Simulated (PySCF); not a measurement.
# Computed records: GeH3NOSi, CH5AlBGe, AlGeH4O, AlBClGeH5 and others

All values are calculated (PySCF 2.14.0). Calculation on a computer-drawn molecule: the log of a Hartree-Fock and frozen-core CCSD(T) single point meant for a local Hartree-Fock minimum, with one planted fault or none, to be diagnosed. Offsets are logged minus clean, where the clean run is the same molecule without the fault. The reference is restricted for singlets and unrestricted otherwise, and also for a bond in bohr or an excited solution. Adding or removing an electron swaps singlet and doublet. The excited solution moves the top pair (singlet) or top alpha electron (doublet) to the lowest empty orbital. Highest occupied and lowest empty are orbital energies over both spins, largest force is the largest gradient component, triples share is (T) over the correlation energy, the T1 limit is 0.02 restricted and 0.045 unrestricted, electrons count all cores, a negative frequency is imaginary (commonest isotopes), and the dipole is about the centre of nuclear charge; on germanium a core potential holds 10 electrons, which the energies leave out, and 3d is frozen in MP2 and coupled-cluster steps.

Common to all runs: meant basis cc-pV(D+d)Z; meant basis and core potential on germanium cc-pVDZ-PP ECP10MDF; logged SCF converged yes; possible faults no fault, one electron removed, one electron added, multiplicity raised by two, geometry at a saddle point, SCF held on an excited solution, minimal basis STO-3G, one bond length entered in bohr, all coordinates scaled.

(1) GeH3NOSi

Logged structure:
```xyz
7
GeH3NOSi
O      0.0823    -0.3769     0.1984
Si     1.5489    -0.1825     1.0032
N      1.9994     1.3895     0.5339
Ge     1.5522     2.2870    -0.8177
H     -0.3513    -1.2063     0.3427
H      1.9419     3.7575    -0.9226
H      0.8693     1.7832    -2.0857
```

* meant charge: 0
* meant multiplicity: 1
* logged electrons: 64
* logged basis functions: 89
* logged spin squared: 0
* logged highest occupied: -8.3637 eV
* logged lowest empty: 0.80776 eV
* logged largest force: 1.81e-05 hartree/bohr
* logged lowest frequency: 69.228 cm⁻¹
* logged T1 diagnostic: 0.022057
* logged D1 diagnostic: 0.07518
* logged triples share: 0.034165
* logged CC converged: yes
* logged dipole magnitude: 3.7205 debye
* logged SCF stable within its kind: yes
* logged energy HF: -713.35514 hartree
* logged energy CCSD(T): -713.93302 hartree
* planted fault: no fault
* HF energy offset from clean run: 0 kcal/mol
* CCSD(T) energy offset from clean run: 0 kcal/mol

Drawn bonds:
```tsv
atom	other atom	order
1	2	1
2	3	1
3	4	2
1	5	1
4	6	1
4	7	1
```

Notes: T1 above single-reference limit.

(2) CH5AlBGe

Logged structure:
```xyz
9
CH5AlBGe
Al    -1.1827     3.0152     1.9971
B     -0.2021     1.2490     1.7525
C      0.4624     0.0791     1.4770
Ge     0.9182    -0.2419    -0.4447
H     -1.9279     4.3535     2.1903
H      0.7704    -0.6923     2.1754
H      2.4333    -0.3370    -0.5317
H      0.2128    -1.5232    -0.8603
H      0.3925     0.9604    -1.2315
```

- meant charge: 1
- meant multiplicity: 1
- logged electrons: 59
- logged basis functions: 99
- logged spin squared: 0.7568
- logged highest occupied: -20.662 eV
- logged lowest empty: -11.139 eV
- logged largest force: 0.043309 hartree/bohr
- logged T1 diagnostic: 0.02677
- logged D1 diagnostic: 0.11827
- logged triples share: 0.031281
- logged CC converged: yes
- logged dipole magnitude: 14.701 debye
- logged SCF stable within its kind: yes
- logged energy HF: -599.97863 hartree
- logged energy CCSD(T): -600.34493 hartree
- planted fault: one electron removed
- HF energy offset from clean run: 279.3 kcal/mol
- CCSD(T) energy offset from clean run: 309.6 kcal/mol

Drawn bonds:
```tsv
atom	other atom	order
1	2	1
2	3	2
3	4	1
1	5	1
3	6	1
4	7	1
4	8	1
4	9	1
```

(3) AlGeH4O

Logged structure:
```xyz
7
AlGeH4O
Al    -0.9198     1.7839    -1.7282
O      1.0182    -0.5315    -1.8489
Ge     2.2081    -1.9533    -1.9231
H     -1.9053     2.9613    -1.6668
H      3.5413    -1.2894    -2.2053
H      1.6752    -2.8066    -3.0570
H      2.0955    -2.5857    -0.5500
```

* meant charge: 1
* meant multiplicity: 1
* logged electrons: 56
* logged basis functions: 80
* logged spin squared: 1.0243
* logged highest occupied: -15.173 eV
* logged lowest empty: -5.47 eV
* logged largest force: 0.017583 hartree/bohr
* logged T1 diagnostic: 0.018589
* logged D1 diagnostic: 0.060467
* logged triples share: 0.018412
* logged CC converged: yes
* logged dipole magnitude: 11.067 debye
* logged SCF stable within its kind: yes
* logged energy HF: -612.15519 hartree
* logged energy CCSD(T): -612.47934 hartree
* planted fault: one bond length entered in bohr, row 1 of the drawn bonds
* HF energy offset from clean run: 85.37 kcal/mol
* CCSD(T) energy offset from clean run: 113 kcal/mol

Drawn bonds:
```tsv
atom	other atom	order
1	2	1
2	3	1
1	4	1
3	5	1
3	6	1
3	7	1
```

(4) AlGeH4O

Logged structure:
```xyz
7
AlGeH4O
Al    -0.9198     1.7839    -1.7282
O      0.1058     0.5586    -1.7921
Ge     1.2956    -0.8632    -1.8662
H     -1.9053     2.9613    -1.6668
H      2.6289    -0.1992    -2.1484
H      0.7627    -1.7165    -3.0002
H      1.1831    -1.4956    -0.4931
```

* meant charge: 1
* meant multiplicity: 1
* logged electrons: 56
* logged basis functions: 80
* logged spin squared: 2.0128
* logged highest occupied: -12.863 eV
* logged lowest empty: -9.5333 eV
* logged largest force: 0.1061 hartree/bohr
* logged T1 diagnostic: 0.032101
* logged D1 diagnostic: 0.13752
* logged triples share: 0.031266
* logged CC converged: yes
* logged dipole magnitude: 11.141 debye
* logged SCF stable within its kind: yes
* logged energy HF: -612.05572 hartree
* logged energy CCSD(T): -612.40896 hartree
* planted fault: multiplicity raised by two
* HF energy offset from clean run: 147.8 kcal/mol
* CCSD(T) energy offset from clean run: 157.1 kcal/mol

Drawn bonds:
```tsv
atom	other atom	order
1	2	1
2	3	1
1	4	1
3	5	1
3	6	1
3	7	1
```

(5) AlBClGeH5

Logged structure:
```xyz
9
AlBClGeH5
Al     2.0874     1.2805    -1.2396
B      1.0994    -0.5685    -0.4567
Ge    -0.9565     0.0342    -0.2225
Cl    -0.6176     2.2372    -0.9830
H      2.3037     1.4287    -2.8533
H      2.8526     2.2652    -0.1824
H      1.4553    -1.7178    -0.1695
H     -2.0644    -0.5117    -1.2036
H     -1.5661     0.2470     1.2166
```

- meant charge: 0
- meant multiplicity: 1
- logged electrons: 72
- logged basis functions: 108
- logged spin squared: 0
- logged highest occupied: -9.7439 eV
- logged lowest empty: 0.51634 eV
- logged largest force: 0.016699 hartree/bohr
- logged T1 diagnostic: 0.012739
- logged D1 diagnostic: 0.031675
- logged triples share: 0.02656
- logged CC converged: yes
- logged dipole magnitude: 3.8335 debye
- logged SCF stable within its kind: yes
- logged energy HF: -1022.3852 hartree
- logged energy CCSD(T): -1022.83793 hartree
- planted fault: all coordinates scaled, by +3.3 %
- HF energy offset from clean run: 4.462 kcal/mol
- CCSD(T) energy offset from clean run: 3.732 kcal/mol

Drawn bonds:
```tsv
atom	other atom	order
1	2	1
2	3	1
3	4	1
1	5	1
1	6	1
2	7	1
3	8	1
3	9	1
```

(6) AlBGeH6

Logged structure:
```xyz
9
AlBGeH6
Al     2.4735     1.6014     1.2355
B      1.7083     0.0077     0.0254
Ge    -0.0235     0.0687    -1.1539
H      2.0152     1.7615     2.7455
H      3.4871     2.6607     0.6302
H      2.2729    -1.0550    -0.0336
H      0.3322    -0.2013    -2.6252
H     -1.0085    -1.0206    -0.6986
H     -0.7702     1.4124    -1.1021
```

- meant charge: 0
- meant multiplicity: 1
- logged electrons: 56
- logged basis functions: 90
- logged spin squared: 0
- logged highest occupied: -5.8422 eV
- logged lowest empty: -2.7214 eV
- logged largest force: 0.055043 hartree/bohr
- logged CC converged: no
- logged dipole magnitude: 1.4556 debye
- logged SCF stable within its kind: no
- logged energy HF: -563.1279 hartree
- planted fault: SCF held on an excited solution
- HF energy offset from clean run: 177.2 kcal/mol

Drawn bonds:
```tsv
atom	other atom	order
1	2	1
2	3	1
1	4	1
1	5	1
2	6	1
3	7	1
3	8	1
3	9	1
```

Notes: CCSD not converged.

(7) AlBGeH6

Logged structure:
```xyz
9
AlBGeH6
Al     2.4735     1.6014     1.2355
B      1.7083     0.0077     0.0254
Ge    -0.0235     0.0687    -1.1539
H      2.0152     1.7615     2.7455
H      3.4871     2.6607     0.6302
H      2.2729    -1.0550    -0.0336
H      0.3322    -0.2013    -2.6252
H     -1.8848    -1.9898    -0.2936
H     -0.7702     1.4124    -1.1021
```

* meant charge: 0
* meant multiplicity: 1
* logged electrons: 56
* logged basis functions: 90
* logged spin squared: 0.9009
* logged highest occupied: -8.5928 eV
* logged lowest empty: 0.32555 eV
* logged largest force: 0.0075409 hartree/bohr
* logged T1 diagnostic: 0.038428
* logged D1 diagnostic: 0.1537
* logged triples share: 0.031848
* logged CC converged: yes
* logged dipole magnitude: 0.58851 debye
* logged SCF stable within its kind: yes
* logged energy HF: -563.3151 hartree
* logged energy CCSD(T): -563.61292 hartree
* planted fault: one bond length entered in bohr, row 7 of the drawn bonds
* HF energy offset from clean run: 59.76 kcal/mol
* CCSD(T) energy offset from clean run: 68.54 kcal/mol

Drawn bonds:
```tsv
atom	other atom	order
1	2	1
2	3	1
1	4	1
1	5	1
2	6	1
3	7	1
3	8	1
3	9	1
```

(8) AlBClGeH3

Logged structure:
```xyz
7
AlBClGeH3
Al    -2.5211    -2.2810    -1.7198
B     -1.0601    -1.4378    -0.3960
Ge     0.0681    -2.3882     1.0972
Cl     1.5055    -2.8665    -0.5717
H     -4.0525    -2.2193    -1.3081
H     -2.1171    -2.9718    -3.0833
H     -0.7503    -0.2785    -0.5393
```

- meant charge: 0
- meant multiplicity: 1
- logged electrons: 70
- logged basis functions: 98
- logged spin squared: 0
- logged highest occupied: -8.67 eV
- logged lowest empty: 0.21018 eV
- logged largest force: 1.368e-05 hartree/bohr
- logged lowest frequency: 57.348 cm⁻¹
- logged T1 diagnostic: 0.017099
- logged D1 diagnostic: 0.042857
- logged triples share: 0.02913
- logged CC converged: yes
- logged dipole magnitude: 2.7746 debye
- logged SCF stable within its kind: yes
- logged energy HF: -1021.21451 hartree
- logged energy CCSD(T): -1021.63449 hartree
- planted fault: no fault
- HF energy offset from clean run: 0 kcal/mol
- CCSD(T) energy offset from clean run: 0 kcal/mol

Drawn bonds:
```tsv
atom	other atom	order
1	2	1
2	3	1
3	4	1
1	5	1
1	6	1
2	7	1
```

(9) AlBGeH4N

Logged structure:
```xyz
8
AlBGeH4N
Al     2.4847     1.5742     2.2188
B      1.1031     0.3867     1.1319
N      0.2739    -0.3073     0.5078
Ge    -0.7810    -1.3406    -0.5435
H      2.7212     3.0762     1.8011
H      3.2656     0.9466     3.4364
H     -1.2003    -2.5972     0.2349
H     -2.0080    -0.5285    -0.9858
```

- meant charge: 0
- meant multiplicity: 2
- logged electrons: 60
- logged basis functions: 94
- logged spin squared: 0
- logged highest occupied: -15.058 eV
- logged lowest empty: -6.5838 eV
- logged largest force: 0.084704 hartree/bohr
- logged T1 diagnostic: 0.019901
- logged D1 diagnostic: 0.063874
- logged triples share: 0.037569
- logged CC converged: yes
- logged dipole magnitude: 4.0107 debye
- logged SCF stable within its kind: yes
- logged energy HF: -616.46624 hartree
- logged energy CCSD(T): -616.89755 hartree
- planted fault: one electron removed
- HF energy offset from clean run: 173.3 kcal/mol
- CCSD(T) energy offset from clean run: 178.1 kcal/mol

Drawn bonds:
```tsv
atom	other atom	order
1	2	1
2	3	2
3	4	1
1	5	1
1	6	1
4	7	1
4	8	1
```

(10) CH7AlGe2

Logged structure:
```xyz
11
CH7AlGe2
Al    -0.6446    -1.5851     0.6035
C     -0.5754     0.3324     0.4696
Ge     1.0137     1.0706     0.1619
Ge    -2.1383     1.4817     0.6519
H     -2.0161    -2.3270     0.8756
H      0.6899    -2.4241     0.4385
H      1.2625     2.5703     0.0249
H      2.2975     0.2653     0.0033
H     -2.7909     1.3011     2.0304
H     -1.7498     2.9616     0.4932
H     -3.1914     1.1442    -0.4138
```

* meant charge: 0
* meant multiplicity: 1
* logged electrons: 90
* logged basis functions: 118
* logged spin squared: 0
* logged highest occupied: -4.0996 eV
* logged lowest empty: -3.4783 eV
* logged largest force: 0.18024 hartree/bohr
* logged CC converged: no
* logged dipole magnitude: 3.7763 debye
* logged SCF stable within its kind: no
* logged energy HF: -870.21349 hartree
* planted fault: SCF held on an excited solution
* HF energy offset from clean run: 211 kcal/mol

Drawn bonds:
```tsv
atom	other atom	order
1	2	1
2	3	2
2	4	1
1	5	1
1	6	1
3	7	1
3	8	1
4	9	1
4	10	1
4	11	1
```

Notes: CCSD not converged.
